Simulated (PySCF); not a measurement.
PySCF 2.14 output of an unrestricted LDA calculation on a single atom or ion in aug-cc-pVTZ-DK3, with scalar relativity by spin-free X2C-1e:

```
SCF conv_tol = 1e-09
number electrons alpha = 27  beta = 23
    P. A. M. Dirac.,  Math. Proc. Cambridge Philos. Soc. 26, 376 (1930)
    F. Bloch.,  Z. Phys. 57, 545 (1929)
    S. H. Vosko, L. Wilk, and M. Nusair.,  Can. J. Phys. 58, 1200 (1980)
cycle= 1 E= -6170.03257147159  delta_E= -0.0118  |g|= 0.0477  |ddm|= 0.749
cycle= 2 E= -6170.03277319961  delta_E= -0.000202  |g|= 0.0346  |ddm|= 0.147
cycle= 3 E= -6170.03307955353  delta_E= -0.000306  |g|= 0.00353  |ddm|= 0.0483
cycle= 4 E= -6170.03308579121  delta_E= -6.24e-06  |g|= 0.000145  |ddm|= 0.00699
cycle= 5 E= -6170.03308581302  delta_E= -2.18e-08  |g|= 7.1e-06  |ddm|= 0.000688
cycle= 6 E= -6170.03308581306  delta_E= -3.91e-11  |g|= 6.46e-08  |ddm|= 1.92e-05
converged SCF energy = -6170.03308581306  <S^2> = 6.0016129  2S+1 = 5.0006451
```

The run itself started from symmetry-adapted Hartree-Fock orbitals and held the occupation by maximum overlap, on a logarithmic radial grid, so the iterations belong to that start.

Task: Which element, charge and spin multiplicity is this?

Result: Sn (tin, neutral), multiplicity 5; the state was [Kr] 4d10 5s1 5p3, high-spin 5S determinant (an excited configuration).
